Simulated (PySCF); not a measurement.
Si2H7SN

Si2H7SN is a small molecule, neutral, singlet. The structure, one conformer, was relaxed in the gas phase by PBE0-D3(BJ)/def2-SVP. No frequency run checks that it is a minimum.

SMILES: [SiH3]N([SiH3])S

| atom | x (Å) | y (Å) | z (Å) |
| --- | --- | --- | --- |
| Si1 | -0.436 | -1.284 | -0.909 |
| N2 | 0.207 | 0.202 | -0.230 |
| Si3 | -0.320 | 1.118 | 1.171 |
| S4 | 1.582 | 0.844 | -1.047 |
| H5 | -0.789 | -1.096 | -2.347 |
| H6 | -1.652 | -1.647 | -0.122 |
| H7 | 0.570 | -2.387 | -0.810 |
| H8 | -0.611 | 2.533 | 0.797 |
| H9 | -1.556 | 0.465 | 1.696 |
| H10 | 0.737 | 1.116 | 2.229 |
| H11 | 2.566 | 0.201 | -0.359 |

Shieldings: GIAO PBE0/pcSseg-2. Shifts are against computed references at the same level: H TMS (σ 31.24 ppm), Si TMS (σ 341.3 ppm). Core levels by delta-SCF with SCAN, pcX-2 on the ionised atom and pcseg-1 elsewhere, spin-free X2C (2p3/2 is the spin-free 2p value less a third of a first-order spin-orbit splitting); from the vacuum level, for chosen atoms.

**Question.** Give the shieldings and core levels atom by atom.

**Answer.** 
```
    atoms   bonded to  σ (ppm)  δ (ppm)  core level (eV)
  Si1 Si3   1 N + 3 H    378.6    -37.4     2p3/2 107.21
       N2  1 S + 2 Si    282.9        -        1s 404.68
       S4   1 N + 1 H    354.2        -     2p3/2 170.35
 H5 H6 H7        1 Si    26.44     4.80                -
H8 H9 H10        1 Si    26.44     4.80                -
      H11         1 S    26.14     5.10                -
```

Values are those of this one static structure, with the three H of a rotating XH3 group averaged; atoms that internal rotation interchanges would show their mean in an NMR spectrum.

**Question.** By CAM-B3LYP/def2-SVPD (TDDFT singlets, Tamm-Dancoff triplets, ionisation by delta-SCF), where does absorption start, and what does vertical ionisation take?

**Answer.** The first singlet with intensity lies at 5.73 eV (f 0.006); what lies below it is dark. The lowest singlet lies at 5.14 eV (f 0.001), the strongest of the first 6 at 7.01 eV (f 0.046), the lowest triplet at 4.51 eV; vertical ionisation takes 9.54 eV.
